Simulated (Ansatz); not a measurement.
```json
{"atom": "Cl", "x (Å)": "0.0000", "y (Å)": "0.0000", "z (Å)": "0.0000"}
{"atom": "Li", "x (Å)": "0.0000", "y (Å)": "0.0000", "z (Å)": "4.1400"}
{"atom": "H", "x (Å)": "0.0000", "y (Å)": "2.1697", "z (Å)": "-1.0117"}
{"atom": "Si", "x (Å)": "3.0092", "y (Å)": "-1.7374", "z (Å)": "-1.6203"}
```

Basis set: pcseg-2 (spherical functions). Charge 0, multiplicity 2.

Computed with Ansatz (development build ahead of 0.2.0); each method stands on the lowest determinant of its kind that the runs found. Restricted functionals stand beside restricted open-shell atoms, which can lie above the unrestricted atoms usual in DFT and then raise those values.

The atomization energy at this shape (free ground-state atoms in the same class of orbitals less the molecule, no zero-point energy) of doublet LiSiHCl:

| method | atomization energy |
| --- | --- |
| PBE0 (restricted open-shell) | 23.23 kcal/mol |
| ROHF | -14.26 kcal/mol |

(1) What does PBE (unrestricted) give?

Answers

(1) 56.99 kcal/mol. Caution: the shape is not the minimum. Caution for PBE0 (restricted open-shell), ROHF: stretched shape with no unrestricted run beside it, a lower state can exist. Caution for PBE (unrestricted): the unrestricted determinant is a mixture of spin states.
